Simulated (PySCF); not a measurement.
## Structure from NMR data

The spectra below were simulated for a compound C5H6O2.

¹H NMR (600 MHz, computed): δ 7.33 (m, 1H), 7.00 (m, 1H), 6.45 (m, 1H), 3.83 (s, 3H).

¹³C{¹H} NMR (computed): δ 159.6 (C), 146.6 (CH), 125.2 (CH), 110.8 (CH), 58.4 (CH3).

PySCF calculation with GIAO PBE0/pcSseg-1 shieldings and geometry from GFN2-xTB; fast rotation and ring inversion assumed for equivalent nuclei, no relativistic terms, no solvent model, a single conformation.

Chemical shifts δ = σref − σ; TMS for ¹H (σ = 31.72 ppm) and ¹³C (σ = 186.93 ppm), all at this level.

Q: Which candidate is it?
A. COc1ccco1
B. COC1=CCC1=O
C. COc1ccoc1
D. CC1=CO[C@H]1C=O

A: C. 

- The formula gives 3 degrees of unsaturation (1 ring in the answer).
- 5 carbon signals for 5 carbons: no two carbons are equivalent.
- Carbon types of the structure: 1 × C, 3 × CH, 1 × CH3, which accounts for all hydrogens.
- δC 159.6: aromatic carbon bearing oxygen; σ withdrawal by the attached heteroatom moves it downfield of the ring CH carbons.
- δC 146.6, 125.2: aromatic CH next to the ring oxygen.
- δC 110.8: aromatic CH; resonance donation from the substituent shields this position.
- δC 58.4: methyl carbon bonded to O; the inductive effect lowers its shielding.
- δH 3.83: hydrogen on a methyl carbon bonded to O; its carbon carries O, an electronegative neighbour.

The others: COC1=CCC1=O would give 3 signals for carbon-bound and other non-exchanging H, not 4; CC1=CO[C@H]1C=O has carbons computed at 204.2, 162.7, 126.5, 94.3, 11.9; COc1ccco1 has carbons computed at 168.1, 135.1, 119.4, 88.2, 56.1.

Shifts are as computed. Against solution values, carbons near 30 ppm lie about +3 ppm off and those near 130 ppm about +5 ppm. Of 1211 compounds with measured shifts, 218 miss one by over three times the rms of a fit or turn the order of signals round; such compounds aren't used in these exercises. Multiplicities follow the n + 1 count of equivalent neighbours, as no J values were calculated; m marks all less simple cases, F and P coupling included.
